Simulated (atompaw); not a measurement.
**Logarithmic derivatives: Ta (Z = 73), PAW (atompaw)**

| Quantity | Value |
| --- | --- |
| Element | Ta |
| Generator | atompaw 4.2.0.5 |
| Type | PAW |
| Functional | LDA (PW92) |
| Relativity | scalar-relativistic |
| Frozen core | [Xe] 4f14 |
| Valence charge | 5 |
| Reference configuration | 5d3 6s2 6p0 |
| Partial waves | 6s (bound): rc 3.00 bohr; 6s channel at 2.5 Ry: rc 3.00 bohr; 6p (bound, empty): rc 3.00 bohr; 6p channel at 0.25 Ry: rc 3.00 bohr; 5d (bound): rc 1.70 bohr; 5d channel at 4.3 Ry: rc 3.00 bohr |
| Local potential | troulliermartins scheme with l = 3 at -0.5 Ry, radius 2.45 bohr |
| Core correction | smooth core density matched at 2.90 bohr |
| Augmentation charge | sinc compensation charge, radius 2.85 bohr; PAW radius 3.00 bohr; waves and projectors: custom polynom2 7 10 vanderbiltortho |

The phase is arctan(r·u′/u) with u = r·R(r), unwrapped; energies in Ry, scanned from -2 to 5 Ry. A pole is an energy at which the radial function vanishes at the test radius. The pseudo phase is shifted by a multiple of π to meet the all-electron one at the reference energy, and phase errors are pseudo minus all-electron; the curves can meet again beyond the range given. Levels narrower than the energy grid can be missing from the lists of poles.

Problem. For each channel, where are the poles, and over which energies does the pseudopotential scatter like the atom?

Solution.

| channel | radius (bohr) | reference energy (Ry) | poles, all-electron | poles, pseudo | unbroken range about the reference energy with phases within 0.05 rad | phase error 1 Ry above the reference energy (rad) |
| --- | --- | --- | --- | --- | --- | --- |
| s | 3.02 | -0.41 | 1.13 | 1.12, 4.93 | below 3.4 | -0.002 |
| p | 3.02 | -0.11 | 2.43 | 2.22 | below 2.6 | -0.001 |
| d | 3.02 | -0.28 | 0.11, 4.73 | 0.10, 4.72 | below 1.4 | -0.014 |

Note: ghost states, extra bound levels that the all-electron valence spectrum of the same l lacks: s at -63.0 eV, p at -32.1 eV. A true bound ghost makes a file unfit for plane-wave use.

Phases in the p channel:

```
E (Ry)  all-electron  pseudo
 -2.00         1.330   1.330
 -1.76         1.308   1.306
 -1.52         1.282   1.281
 -1.28         1.250   1.249
 -1.04         1.209   1.208
 -0.80         1.152   1.152
 -0.56         1.069   1.069
 -0.32         0.935   0.935
 -0.08         0.696   0.696
  0.16         0.238   0.238
  0.40        -0.420  -0.420
  0.64        -0.904  -0.904
  0.88        -1.159  -1.161
  1.12        -1.301  -1.303
  1.36        -1.389  -1.393
  1.60        -1.450  -1.457
  1.84        -1.494  -1.506
  2.08        -1.530  -1.548
  2.32        -1.559  -1.588
  2.56        -1.585  -1.632
  2.80        -1.608  -1.692
  3.04        -1.631  -1.805
  3.28        -1.653  -2.210
  3.52        -1.677  -4.017
  3.76        -1.703  -4.461
  4.00        -1.732  -4.574
  4.24        -1.768  -4.628
  4.48        -1.815  -4.661
  4.72        -1.880  -4.685
  4.96        -1.979  -4.704
```
